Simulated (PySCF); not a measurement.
**Electron correlation in O (oxygen, neutral)**

Starting occupation: [He] 2s2 2p4, 2p1/2 with m_j = -1/2, +1/2, 2p3/2 with m_j = +1/2, +3/2. Computed with PySCF 2.14 in x2c-TZVPPall-2c, with X2C-1e with screened-nucleus spin-orbit coupling, Gaussian nucleus. Frozen: 1s2; 6 electrons correlated.

MP2 pair energies summed by pair of shells (mhartree):

```
 pair  energy  share (%)
2p-2p  -67.80       46.7
2p-2s  -67.18       46.2
2s-2s  -10.31        7.1
```

Total MP2 correlation energy: -145.29 mhartree.

The GHF reference relaxed away from the jj start to a determinant that is no pure jj level (⟨S²⟩ = 2.01, ⟨J²⟩ = 6.01); the energies belong to that determinant.
